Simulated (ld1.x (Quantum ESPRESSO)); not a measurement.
# Varying the ultrasoft potential for Rh (Z = 45)

Base potential:

| Property | Result |
| --- | --- |
| Element | Rh (Z = 45) |
| Generator | ld1.x (Quantum ESPRESSO) 7.5 |
| Type | ultrasoft |
| Functional | revPBE |
| Relativity | scalar-relativistic |
| Frozen core | [Kr] |
| Valence charge | 9 |
| Reference configuration | 4d6 5s0 5p0 (charge +3) |
| Partial waves | 5s (bound, empty): rcut 1.70, rcutus 2.30 bohr; 5s channel at 2 Ry: rcut 1.70, rcutus 2.30 bohr; 5p (bound, empty): rcut 1.80, rcutus 2.35 bohr; 5p channel at -0.65 Ry: rcut 1.80, rcutus 2.35 bohr; 4d (bound): rcut 1.20, rcutus 1.65 bohr; 4d channel at -1.75 Ry: rcut 1.20, rcutus 1.65 bohr |
| Local potential | all-electron potential smoothed inside 1.55 bohr (lloc = -2) |
| Core correction | a·sin(br)/r model core inside 1.05 bohr |
| Augmentation charge | built from norm-conserving waves at rcut, not smoothed further |

All-electron outer shells of the reference configuration (revPBE, scalar-relativistic, ld1.x):

```tsv
shell	level (eV)	outermost node (bohr)	outermost maximum (bohr)
4p	-86.02	0.47	0.94
4d	-39.44	0.46	1.11
5s	-29.53	1.16	2.24
5p	-22.56	1.29	2.60
```

Cutoffs, loose and tight: the cutoffs (Ry, on a coarse ladder) from which the occupation-weighted sum of valence levels, in a spherical-Bessel basis at the reference potential, stays within 10 and 1 mRy of its value at 400 Ry. They do not see the model core or the augmentation charge, which bear on the density cutoff. Test errors are all-electron minus pseudo excitation energies from the reference, over the configurations 4d8 5s1 5p0; 4d8 5s0 5p0; 4d7 5s0 5p0; 4d8.5 5s0.5 5p0; 4d8 5s0 5p1; 4d7 5s1 5p1; 4d8 5s0.5 5p0. A dash means not determined; rows that change the core or the reference have their own tests. The largest error is taken over the tests solved by every variant that gives reliable tests at all: 4d7 5s0 5p0; 4d7 5s1 5p1; 4d8 5s0 5p0; 4d8 5s0 5p1; 4d8 5s0.5 5p0; 4d8 5s1 5p0.

A true bound ghost makes a file unfit for plane-wave use even where its test errors are small: the radial tests pick states by their node count and pass the ghost by. Where a test does run into it, the solver fails or the error is huge.

| change | outcome | cutoff, loose | cutoff, tight | bound ghosts | largest test error (meV) |
| --- | --- | --- | --- | --- | --- |
| base | generated | 40 Ry | 70 Ry | p | -354 |
| waves 4d (bound): rcut 1.06, rcutus 1.12 bohr; 4d channel at -1.75 Ry: rcut 1.06, rcutus 1.12 bohr | generated | 80 Ry | 140 Ry | p | -351 |
| waves 4d (bound): rcut 1.20, rcutus 1.32 bohr; 4d channel at -1.75 Ry: rcut 1.20, rcutus 1.32 bohr | generated | 60 Ry | 100 Ry | p | -350 |
| waves 4d (bound): rcut 1.20, rcutus 1.58 bohr; 4d channel at -1.75 Ry: rcut 1.20, rcutus 1.58 bohr | generated | 40 Ry | 70 Ry | p | -352 |
| waves 4d (bound): rcut 1.20, rcutus 1.90 bohr; 4d channel at -1.75 Ry: rcut 1.20, rcutus 1.90 bohr | generated | 30 Ry | 50 Ry | p | -352 |
| waves 4d (bound): rcut 1.20, rcutus 2.16 bohr; 4d channel at -1.75 Ry: rcut 1.20, rcutus 2.16 bohr | generated | 25 Ry | 40 Ry | p | -369 |
| waves 4d (bound): rcut 1.20, rcutus 2.38 bohr; 4d channel at -1.75 Ry: rcut 1.20, rcutus 2.38 bohr | generated | 18 Ry | 30 Ry | p | test run stopped at test 1 of 7 (negative rho) |

Reading the sweep of the d radius (base included, trends over the rows without a ghost): Bound ghosts are found at 1.12, 1.32, 1.58, 1.65, 1.9, 2.16, 2.38 bohr. Every judged row has one, so this setting neither creates nor removes them.
